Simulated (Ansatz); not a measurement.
Mulliken charges of `[NH2][Ge]([NH2])([OH])[F]` from PBE/def2-TZVPP in Ansatz (PBE0-D4/def2-TZVP geometry).

```json
{"atom": "N1", "x (Å)": "-1.534", "y (Å)": "0.560", "z (Å)": "-0.239", "charge (e)": "-0.380"}
{"atom": "Ge2", "x (Å)": "0.201", "y (Å)": "0.164", "z (Å)": "0.071", "charge (e)": "0.699"}
{"atom": "N3", "x (Å)": "0.315", "y (Å)": "-1.531", "z (Å)": "0.646", "charge (e)": "-0.379"}
{"atom": "O4", "x (Å)": "1.383", "y (Å)": "0.281", "z (Å)": "-1.233", "charge (e)": "-0.385"}
{"atom": "F5", "x (Å)": "0.688", "y (Å)": "1.412", "z (Å)": "1.188", "charge (e)": "-0.352"}
{"atom": "H6", "x (Å)": "-1.968", "y (Å)": "0.046", "z (Å)": "-0.991", "charge (e)": "0.149"}
{"atom": "H7", "x (Å)": "-1.740", "y (Å)": "1.544", "z (Å)": "-0.323", "charge (e)": "0.150"}
{"atom": "H8", "x (Å)": "-0.272", "y (Å)": "-1.780", "z (Å)": "1.427", "charge (e)": "0.155"}
{"atom": "H9", "x (Å)": "1.245", "y (Å)": "-1.907", "z (Å)": "0.749", "charge (e)": "0.157"}
{"atom": "H10", "x (Å)": "1.766", "y (Å)": "1.160", "z (Å)": "-1.290", "charge (e)": "0.186"}
```

Q: By hand: the dipole of these point charges (1 e Å = 4.8032 D).

A: Σ q r = (-0.243, -0.244, -0.145) e Å, of length 0.374 e Å = 1.80 D.

Q: How does the dipole of the full density compare? (Best estimate.)

A: Computed: (-0.146, -0.039, -0.104) e Å, 0.88 D; the point charges give 2.05 times that, at 29° from its direction.

Point charges leave out the atoms' own dipoles, such as those of lone pairs, and Mulliken's split depends on the basis, so the two needn't agree.
